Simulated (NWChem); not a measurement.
System: CH6AlClSi; SMILES [CH3][Al]([SiH3])[Cl]

Parts of the log:

```
             Northwest Computational Chemistry Package (NWChem) 7.3.0
             --------------------------------------------------------

 C1  symmetry detected

                             Geometry "geometry" -> ""
                             -------------------------

 Output coordinates in angstroms (scale by  1.889725989 to convert to a.u.)

  No.       Tag          Charge          X              Y              Z
 ---- ---------------- ---------- -------------- -------------- --------------
    1 Al                  13.0000    -0.40780649    -0.15264766    -0.00166960
    2 Cl                  17.0000     1.01195934    -1.74488332     0.00022434
    3 C                    6.0000    -2.31175884    -0.60412637     0.00034500
    4 H                    1.0000    -2.82745666    -0.13248735    -0.86364892
    5 H                    1.0000    -2.80241913    -0.20596861     0.91485234
    6 H                    1.0000    -2.48951319    -1.69729833    -0.04033070
    7 Si                  14.0000     0.55344560     2.10615956     0.00022258
    8 H                    1.0000    -0.50520397     3.18117012    -0.00108990
    9 H                    1.0000     1.42422191     2.32049729    -1.21343017
   10 H                    1.0000     1.42086136     2.32004734     1.21635219

 Effective nuclear repulsion energy (a.u.)     234.2068648350

                                 NWChem DFT Module
                                 -----------------

 Summary of "ao basis" -> "ao basis" (spherical)
 ------------------------------------------------------------------------------
       Tag                 Description            Shells   Functions and Types
 ---------------- ------------------------------  ------  ---------------------
 Al                          6-31g*                  8       18   4s3p1d
 Cl                          6-31g*                  8       18   4s3p1d
 C                           6-31g*                  6       14   3s2p1d
 H                           6-31g*                  2        2   2s
 Si                          6-31g*                  8       18   4s3p1d

            General Information
            -------------------
          SCF calculation type: DFT
          Wavefunction type:  closed shell.
          No. of atoms     :    10
          No. of electrons :    56
           Alpha electrons :    28
            Beta electrons :    28
          Charge           :     0
          Spin multiplicity:     1
          Use of symmetry is: off; symmetry adaption is: off
          Maximum number of iterations: 150
          AO basis - number of functions:    80
                     number of shells:    42
          Convergence on energy requested:  1.00D-06
          Convergence on density requested:  1.00D-05
          Convergence on gradient requested:  5.00D-04

              XC Information
              --------------
                     r^2SCAN0 Method XC Functional
                     Hartree-Fock (Exact) Exchange  0.250
               r^2SCAN metaGGA Exchange Functional  0.750
                     r^2SCAN Correlation Potential  1.000

             Grid Information
             ----------------
          Grid used for XC integration:  medium
          Radial quadrature: Mura-Knowles
          Angular quadrature: Lebedev.
          Tag              B.-S. Rad. Rad. Pts. Rad. Cut. Ang. Pts.
          ---              ---------- --------- --------- ---------
          Al                  1.25       88          10.0       590
          Cl                  1.00       88          12.0       590
          C                   0.70       49          12.0       434
          H                   0.35       45          13.0       434
          Si                  1.10       88          11.0       590
          Grid pruning is: on
          Number of quadrature shells:   583
          Spatial weights used:  Erf1

      Superposition of Atomic Density Guess
      -------------------------------------

 Sum of atomic energies:       -1030.77619032

      Non-variational initial energy
      ------------------------------

 Total energy =   -1031.958344
 1-e energy   =   -1892.062693
 2-e energy   =     625.897484
 HOMO         =      -0.282023
 LUMO         =      -0.001731

     ---------------------------------------------
      Total Density - Mulliken Population Analysis
     ---------------------------------------------

    Atom       Charge   Shell Charges
 -----------   ------   -------------------------------------------------------
    1 Al  13    12.05   2.00  2.00  5.97  0.87  0.78  0.21  0.11  0.12
    2 Cl  17    17.51   2.00  2.00  5.98  1.39  3.77  0.56  1.80  0.01
    3 C    6     7.09   2.00  0.73  2.11  0.74  1.49  0.02
    4 H    1     0.74   0.45  0.29
    5 H    1     0.74   0.45  0.29
    6 H    1     0.74   0.45  0.29
    7 Si  14    14.01   2.00  2.00  5.97  1.00  1.79  0.39  0.77  0.08
    8 H    1     1.04   0.46  0.58
    9 H    1     1.04   0.46  0.58
   10 H    1     1.04   0.46  0.58

   convergence    iter        energy       DeltaE   RMS-Dens  Diis-err
 ---------------- ----- ----------------- --------- --------- ---------
 d= 0,ls=0.0,diis     1  -1033.6871255963 -1.27D+03  1.05D-02  2.45D-01
 d= 0,ls=0.0,diis     2  -1033.7073571596 -2.02D-02  5.08D-03  1.18D-01
 d= 0,ls=0.0,diis     3  -1033.7265897179 -1.92D-02  9.77D-04  7.67D-03
 d= 0,ls=0.0,diis     4  -1033.7277905484 -1.20D-03  1.34D-04  6.96D-05
 d= 0,ls=0.0,diis     5  -1033.7278012860 -1.07D-05  4.26D-05  1.38D-05
  Resetting Diis
 d= 0,ls=0.0,diis     6  -1033.7278031677 -1.88D-06  1.27D-05  1.11D-06
 d= 0,ls=0.0,diis     7  -1033.7278033395 -1.72D-07  2.64D-06  1.28D-08

         Total DFT energy =    -1033.727803339498
      One electron energy =    -1895.781857571861
           Coulomb energy =      703.251238464766
    Exchange-Corr. energy =      -75.404049067378
 Nuclear repulsion energy =      234.206864834975

 Numeric. integr. density =       55.999998865549

                       DFT Final Molecular Orbital Analysis
                       ------------------------------------

 Vector   26  Occ=2.000000D+00  E=-3.472954D-01
              MO Center=  9.4D-01, -1.5D+00, -3.6D-04, r^2= 1.9D+00
   Bfn.  Coefficient  Atom+Function         Bfn.  Coefficient  Atom+Function
  ----- ------------  ---------------      ----- ------------  ---------------
    27      0.683430   2 Cl pz               31      0.385891   2 Cl pz
    23     -0.268550   2 Cl pz                9      0.099599   1 Al pz
    65     -0.072120   7 Si pz               78      0.046853   9 H  s
    77      0.046446   9 H  s                80     -0.046459  10 H  s
    79     -0.046070  10 H  s                13      0.041126   1 Al pz

 Vector   27  Occ=2.000000D+00  E=-3.434250D-01
              MO Center=  1.8D-01, -7.1D-01, -3.8D-04, r^2= 4.6D+00
   Bfn.  Coefficient  Atom+Function         Bfn.  Coefficient  Atom+Function
  ----- ------------  ---------------      ----- ------------  ---------------
    25      0.542872   2 Cl px               29      0.273031   2 Cl px
    21     -0.212487   2 Cl px               39      0.202478   3 C  px
     8      0.199682   1 Al py                6      0.192931   1 Al s
    64     -0.170480   7 Si py               43      0.141919   3 C  px
     7     -0.095967   1 Al px                2     -0.090386   1 Al s

 Vector   28  Occ=2.000000D+00  E=-2.840836D-01
              MO Center= -2.3D-01,  5.4D-01, -3.7D-04, r^2= 4.8D+00
   Bfn.  Coefficient  Atom+Function         Bfn.  Coefficient  Atom+Function
  ----- ------------  ---------------      ----- ------------  ---------------
    64      0.332664   7 Si py                8     -0.254505   1 Al py
    39      0.251849   3 C  px               26      0.232578   2 Cl py
     7     -0.202813   1 Al px               43      0.184433   3 C  px
    66     -0.166096   7 Si s                68      0.159240   7 Si py
    63      0.152397   7 Si px               25      0.143987   2 Cl px

 Vector   29  Occ=0.000000D+00  E=-5.379642D-02
              MO Center= -2.4D-01,  2.1D-01, -7.0D-03, r^2= 4.4D+00
   Bfn.  Coefficient  Atom+Function         Bfn.  Coefficient  Atom+Function
  ----- ------------  ---------------      ----- ------------  ---------------
     9      0.541978   1 Al pz               13      0.502781   1 Al pz
    78      0.286937   9 H  s                80     -0.287151  10 H  s
    69      0.231606   7 Si pz               31     -0.203801   2 Cl pz
    27     -0.187243   2 Cl pz                5     -0.182865   1 Al pz
    54     -0.144790   5 H  s                52      0.134979   4 H  s

 Vector   30  Occ=0.000000D+00  E= 7.735063D-03
              MO Center= -4.7D-02,  8.0D-02,  6.6D-03, r^2= 6.0D+00
   Bfn.  Coefficient  Atom+Function         Bfn.  Coefficient  Atom+Function
  ----- ------------  ---------------      ----- ------------  ---------------
    10      1.712092   1 Al s                66     -0.842047   7 Si s
    68      0.551450   7 Si py               28     -0.527146   2 Cl s
    42     -0.487951   3 C  s                11      0.348821   1 Al px
    67      0.325113   7 Si px               30     -0.298360   2 Cl py
    62     -0.250405   7 Si s                 6      0.244713   1 Al s

 Vector   31  Occ=0.000000D+00  E= 1.659993D-02
              MO Center= -2.2D-01,  1.1D+00,  3.1D-04, r^2= 5.4D+00
   Bfn.  Coefficient  Atom+Function         Bfn.  Coefficient  Atom+Function
  ----- ------------  ---------------      ----- ------------  ---------------
    10      0.651232   1 Al s                76     -0.581080   8 H  s
    42     -0.526027   3 C  s                68      0.477494   7 Si py
    11     -0.465007   1 Al px               12      0.460800   1 Al py
    67     -0.417526   7 Si px               66     -0.383107   7 Si s
    78      0.355438   9 H  s                80      0.352746  10 H  s

     ---------------------------------------------
      Total Density - Mulliken Population Analysis
     ---------------------------------------------

    Atom       Charge   Shell Charges
 -----------   ------   -------------------------------------------------------
    1 Al  13    12.31   2.00  2.00  5.97  0.87  1.14  0.09  0.08  0.17
    2 Cl  17    17.32   2.00  2.00  5.98  1.37  3.63  0.58  1.75  0.01
    3 C    6     6.84   2.00  0.65  2.06  0.74  1.37  0.02
    4 H    1     0.79   0.50  0.29
    5 H    1     0.79   0.50  0.29
    6 H    1     0.78   0.50  0.28
    7 Si  14    14.00   2.00  2.00  5.97  0.97  1.99  0.40  0.57  0.10
    8 H    1     1.06   0.49  0.57
    9 H    1     1.05   0.49  0.56
   10 H    1     1.05   0.49  0.56

     -------------------------------------------
      Total Density - Lowdin Population Analysis
     -------------------------------------------

    Atom       Charge   Shell Charges
 -----------   ------   -------------------------------------------------------
    1 Al  13    12.62   2.00  1.98  5.89  0.60  1.11  0.29  0.48  0.27
    2 Cl  17    17.18   2.00  1.99  5.91  1.15  3.36  0.65  2.10  0.01
    3 C    6     6.65   1.99  0.56  1.88  0.49  1.69  0.04
    4 H    1     0.83   0.47  0.36
    5 H    1     0.83   0.47  0.36
    6 H    1     0.83   0.47  0.36
    7 Si  14    14.02   2.00  1.98  5.89  0.71  1.80  0.41  1.09  0.13
    8 H    1     1.02   0.48  0.54
    9 H    1     1.01   0.48  0.53
   10 H    1     1.01   0.48  0.53

     Multipole analysis of the density
     ---------------------------------

     L   x y z        total         alpha         beta         nuclear
     -   - - -        -----         -----         ----         -------
     0   0 0 0     -0.000000    -28.000000    -28.000000     56.000000

     1   1 0 0     -0.802549     -0.401275     -0.401275     -0.000000
     1   0 1 0      0.353053      0.176526      0.176526      0.000000
     1   0 0 1     -0.000094     -0.000047     -0.000047      0.000000

     2   2 0 0    -36.479698   -165.140681   -165.140681    293.801663
     2   1 1 0      1.034243     -9.591800     -9.591800     20.217844
     2   1 0 1     -0.007678      0.016144      0.016144     -0.039965
     2   0 2 0    -40.096239   -270.347434   -270.347434    500.598629
     2   0 1 1      0.000059      0.001490      0.001490     -0.002921
     2   0 0 2    -33.292876    -24.746390    -24.746390     16.199905
```

Level: r2SCAN0/6-31G* (spherical d). Coordinates come from a PBE-D3(BJ)/def2-SVP optimisation.

Problem. Which NWChem input produces such a log?

Solution. One answer among several that fit: the input that was run:
```
start job
memory heap 200 mb stack 900 mb global 1100 mb
geometry units angstroms noautoz
  Al    -0.374402    -0.200266     0.104117
  Cl     1.174686    -1.666772     0.129406
  C     -2.232990    -0.809420     0.162885
  H     -2.802855    -0.413894    -0.705266
  H     -2.738293    -0.421336     1.073742
  H     -2.318414    -1.914399     0.163350
  Si     0.392294     2.129796     0.008161
  H     -0.753293     3.111527    -0.006772
  H      1.218880     2.372823    -1.230725
  H      1.261209     2.459030     1.197161
end
basis spherical
  * library 6-31g*
end
dft
  xc r2scan0
  iterations 150
  mulliken
end
task dft energy
```
